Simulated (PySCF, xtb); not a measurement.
FHOS2W, SMILES [F][W](=[S])([OH])=[S], multiplicity 1.

GFN2-xTB (xtb) at its own geometry gives an orbital gap of 2.19 eV and a dipole moment of 7.71 D.

Geometry: B3LYP-D3(BJ)/def2-SVP. A frequency run showed that this geometry is not a minimum. The spin state was assumed, not searched. The def2 effective core potentials stand for the cores of W; spin–orbit coupling is left out. The values are those of a single conformer.

Q: What does PBE/def2-TZVP run with PySCF give? (An estimate is asked for; the answer gives what the named calculation found.)

A: gap 2.65 eV (levels -6.30 and -3.64 eV), dipole 2.84 D.
